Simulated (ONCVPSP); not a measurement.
## Reading a pseudo-wave (Cu (Z = 29))

Columns: radius, all-electron u(r) and pseudo u(r) of the 3d shell (level -14.01 eV) of copper in the configuration [Ne] 3s2 3p6 3d10; LDA (Perdew-Zunger), scalar-relativistic, ONCV scheme, ONCVPSP 4.0.1.

| r (bohr) | all-electron | pseudo |
| --- | --- | --- |
| 0.078 | 0.0596 | 0.0060 |
| 0.155 | 0.2514 | 0.0439 |
| 0.232 | 0.4842 | 0.1352 |
| 0.310 | 0.6896 | 0.2858 |
| 0.388 | 0.8374 | 0.4798 |
| 0.465 | 0.9263 | 0.6854 |
| 0.542 | 0.9684 | 0.8725 |
| 0.620 | 0.9760 | 1.0148 |
| 0.698 | 0.9596 | 1.0931 |
| 0.775 | 0.9288 | 1.1069 |
| 0.852 | 0.8895 | 1.0686 |
| 0.930 | 0.8452 | 0.9953 |
| 1.008 | 0.7992 | 0.9072 |
| 1.085 | 0.7539 | 0.8213 |
| 1.162 | 0.7097 | 0.7455 |
| 1.240 | 0.6666 | 0.6820 |
| 1.318 | 0.6255 | 0.6305 |
| 1.395 | 0.5871 | 0.5881 |
| 1.472 | 0.5509 | 0.5509 |
| 1.550 | 0.5164 | 0.5163 |
| 1.628 | 0.4839 | 0.4839 |
| 1.705 | 0.4539 | 0.4539 |
| 1.782 | 0.4257 | 0.4257 |
| 1.860 | 0.3990 | 0.3989 |
| 1.938 | 0.3739 | 0.3738 |
| 2.015 | 0.3507 | 0.3506 |

(1) How many radial nodes do the two functions have?

(2) At about which radius was the pseudo-wave matched?

(3) Where does each function peak?

(4) Is the pseudo-wave norm-conserving?

Answers

(1) The all-electron 3d function has n − l − 1 = 0; the pseudo-wave has 0.

(2) 1.55 bohr. The columns agree to 0.0005 from 1.47 bohr on; several derivatives are matched, so the curves merge somewhat inside the radius.

(3) Outermost all-electron maximum near 0.62 bohr, pseudo maximum near 0.78 bohr (to the table’s step).

(4) Yes: the ONCV scheme keeps the norm inside the radius equal to the all-electron one, which fixes the energy derivative of the logarithmic derivative at the level.
